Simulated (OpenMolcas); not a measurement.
# Mo3+: moving or changing the point charges

Mo3+ among 6 point charges of -1.7 e arranged as a trigonal antiprism (D3d), 2.2 Å from the ion, with a polar angle of 53.6° against the regular 54.74°.
```
   0.0000    1.7717    1.3043  -1.70
  -1.5343   -0.8858    1.3043  -1.70
   1.5343   -0.8858    1.3043  -1.70
   0.0000   -1.7717   -1.3043  -1.70
   1.5343    0.8858   -1.3043  -1.70
  -1.5343    0.8858   -1.3043  -1.70
```

```yaml
Program: OpenMolcas
Method: CASSCF
Basis: ANO-RCC-VDZP [6s5p3d1f]
Scalar_Hamiltonian: DKH2, point nucleus
Active_space: 3 electrons in 5 orbitals (4d)
State_averaging: 2S+1 = 4 even, 10 roots; 2S+1 = 2 even, 40 roots
Spin-orbit_coupling: RASSI with atomic mean-field integrals over the reference wave functions
```

Runs around this geometry, states (labels of D3, the rotations of D3d). Energies in cm-1 above the lowest state or level, χT in cm3 K/mol.

| R (Å) | q (e) | Polar angle / regular | Ground state | First state of that spin | First gap with spin-orbit (degeneracies) | χT at 300 K | First state of another spin |
| --- | --- | --- | --- | --- | --- | --- | --- |
| 2.2 | -1.7 | 0.9 | 4A2 | 4E 7772 | 77.1 (2, 2) | 1.459 | 2E 14862 |
| 2.2 | -1.1 | 0.98 | 4A2 | 4E 5287 | 24.0 (2, 2) | 1.267 | 2E 14505 |
| 2.2 | -1.7 | 0.98 | 4A2 | 4E 8154 | 17.0 (2, 2) | 1.466 | 2E 14922 |
| 2.34 | -1.7 | 0.98 | 4A2 | 4E 6141 | 24.1 (2, 2) | 1.342 | 2E 14517 |

Taking the first state of the same spin as R^-n, n = -ln(6141 / 8154) / ln(2.34 / 2.2) = 4.6 between the shortest and longest distance.

Scaling the charges by -1.1 / -1.7 = 0.65 scales the first state of the same spin by 5287 / 8154 = 0.65; with fixed orbitals a first-order splitting would follow the charge.

Without dynamic correlation the repulsion within the d shell is too large (B by tens of per cent), so at a given field states of lower spin stand too high. This is an electrostatic model: the charges have no orbitals. No measured value stands beside these numbers.
